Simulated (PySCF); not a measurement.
Harmonic spectrum computed at PBE0 in the def2-TZVPD basis family (core potentials from Rb on, PySCF, no spin–orbit coupling):

```json
{"ω (cm⁻¹)": "241", "IR (km/mol)": "356"}
{"ω (cm⁻¹)": "280", "IR (km/mol)": "0.0"}
{"ω (cm⁻¹)": "704", "IR (km/mol)": "1.0"}
{"ω (cm⁻¹)": "716", "IR (km/mol)": "30.8"}
{"ω (cm⁻¹)": "722", "IR (km/mol)": "41.3"}
{"ω (cm⁻¹)": "1442", "IR (km/mol)": "1742"}
{"ω (cm⁻¹)": "1803", "IR (km/mol)": "11.1"}
{"ω (cm⁻¹)": "2230", "IR (km/mol)": "188"}
{"ω (cm⁻¹)": "2289", "IR (km/mol)": "79.5"}
```

Task: Which molecule gave it? In each, all ligands are bound to the one heavy central atom.
A. FeH₄⁻ (quartet)
B. AuH₄⁻ (singlet)
C. AlH₄⁻ (singlet)
D. RhH₄⁻ (singlet)

Result: D. It has C2v symmetry with Rh–H 1.509 Å (×2), Rh–H 1.682 Å (×2).
